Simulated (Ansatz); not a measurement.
Species: C$_{3}$H$_{8}$Si, SMILES `C=C(C)[SiH3]` (charge 0, multiplicity 1).

Q: Give a relaxed geometry from PBE0-D3(BJ)/def2-TZVP (Ansatz, a quantum-chemistry and plane-wave program).

A: the end point of this relaxation (outside a Z-matrix the atoms follow the SMILES, hydrogens last).
Cartesian coordinates (Å) in one orientation:
```xyz
12

C     -0.868     0.810    -1.076
C     -0.240     0.061    -0.170
C     -0.885    -1.143     0.448
Si     1.495     0.512     0.355
H     -0.405     1.683    -1.524
H     -1.879     0.577    -1.403
H     -1.894    -1.301     0.061
H     -0.947    -1.040     1.536
H     -0.298    -2.046     0.255
H      1.943     1.728    -0.372
H      1.545     0.767     1.822
H      2.433    -0.609     0.068
```
